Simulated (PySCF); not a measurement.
BH2O3, SMILES [O-]B(O)O, charge -1. Atoms are numbered in the order given.

```xyz
6

O      0.0000     1.1715    -0.7241
B      0.0000     0.0000     0.1083
O      0.0000    -1.1715    -0.7241
O      0.0000     0.0000     1.4070
H      0.0000     1.9086    -0.1058
H      0.0000    -1.9086    -0.1058
```
Charge -1, spin multiplicity 1.

Coordinates come from a B3LYP-D3(BJ)/def2-SVPD optimisation. The values are those of a single conformer.

Computed with PySCF with PBE/pcSseg-2.

GIAO shieldings, no solvent; atoms alike by connectivity are averaged. δ = σ(ref) − σ: ¹⁷O against H2O (σ = 327.5 ppm); ¹¹B against BF3 (σ = 83.1 ppm); ¹H against TMS (σ = 31.47 ppm), references at their B3LYP-D3(BJ)/def2-TZVP geometries, non-relativistic.

Q: Estimate the chemical shifts. (Estimate from the structure and the level; the computed values follow.)

A: 
| nucleus | atoms | count | δ (ppm) |
|---|---|---|---|
| ¹⁷O | O4 | 1 | 153.6 |
| ¹⁷O | O1, O3 | 2 | 80.4 |
| ¹¹B | B2 | 1 | 6.9 |
| ¹H | H5, H6 | 2 | 0.62 |
